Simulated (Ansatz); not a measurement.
Al10⁻ (relaxed from a model of Al10 tetrahedron, whose bonding it doesn't keep). Charge -1, multiplicity 4. Geometry PBE-D4/def2-SVP; atoms count from 1.

Cartesian coordinates in Å:
```
Al 0.3795 -2.7320 -0.8937
Al 1.6315 -1.6076 1.1805
Al 2.5672 0.8252 1.0849
Al -1.1400 -1.5543 0.9172
Al -0.2190 0.8504 1.3287
Al -2.7581 0.4878 0.2495
Al 0.8971 -0.0245 -0.9249
Al 1.1851 2.7087 -0.0746
Al -1.4789 -0.8608 -1.6921
Al -1.0644 1.9073 -1.1754
```

At PBE0-D4/def2-SVP a doublet of charge -1 lies 0.08 eV below the quartet, each at its own geometry.

Question: Estimate the Mulliken populations from the PBE0/def2-SVP orbitals of Ansatz.

Answer: 
```tsv
atom	charge (e)	spin (α − β)
Al1	-0.02	0.50
Al2	-0.04	0.16
Al3	0.01	0.14
Al4	-0.12	0.35
Al5	-0.27	0.38
Al6	-0.04	0.61
Al7	-0.48	0.21
Al8	0.00	0.14
Al9	-0.03	0.38
Al10	-0.02	0.13
```
Mulliken values and Mayer orders depend strongly on the basis.

Question: Where does the spin sit?

Answer: Summed by element: Al 3.00, of 3 unpaired in all. Largest on single atoms: Al6 0.61, Al1 0.50, Al5 0.38.

Question: And the Mayer bond orders between bonded heavy atoms (over 0.3)?

Answer: Al1–Al2 0.47 (2.67 Å); Al1–Al4 0.47 (2.64 Å); Al1–Al7 0.39 (2.76 Å); Al1–Al9 0.42 (2.76 Å); Al2–Al3 0.60 (2.61 Å); Al2–Al4 0.32 (2.78 Å); Al2–Al7 0.34 (2.73 Å); Al3–Al5 0.35 (2.80 Å); Al3–Al7 0.36 (2.75 Å); Al3–Al8 0.62 (2.61 Å); Al4–Al5 0.40 (2.61 Å); Al4–Al6 0.45 (2.69 Å); Al5–Al6 0.38 (2.78 Å); Al5–Al7 0.31 (2.66 Å); Al5–Al8 0.40 (2.72 Å); Al6–Al9 0.44 (2.69 Å); Al6–Al10 0.49 (2.63 Å); Al7–Al8 0.30 (2.88 Å); Al7–Al9 0.41 (2.63 Å); Al7–Al10 0.31 (2.76 Å); Al8–Al10 0.57 (2.63 Å).
